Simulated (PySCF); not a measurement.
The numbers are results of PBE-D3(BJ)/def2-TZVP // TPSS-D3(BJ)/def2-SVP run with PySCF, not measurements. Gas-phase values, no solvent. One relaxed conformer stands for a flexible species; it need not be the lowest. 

Reference species: [Ti(OH)4] (neutral, multiplicity 1).

mean distance from the central atom to its bonded neighbours: 1.808 Å
LUMO: -2.22 eV
coordination number: 4
charge on the central atom (meta-Löwdin): 1.35 e

Changed species: [Ti(OH)(NH2)3] (3 of 4 OH replaced by NH2; the reference has 0 of 4 OH replaced by NH2).

Problem. Predict the effect on the mean distance from the central atom to its bonded neighbours, LUMO, coordination number and charge on the central atom (meta-Löwdin).

Solution. the mean distance from the central atom to its bonded neighbours goes up by 0.069 Å, to 1.877 Å; the LUMO goes up by 0.41 eV, to -1.81 eV; the coordination number hardly moves; the charge on the central atom (meta-Löwdin) decreases by 0.18 e, to 1.17 e.
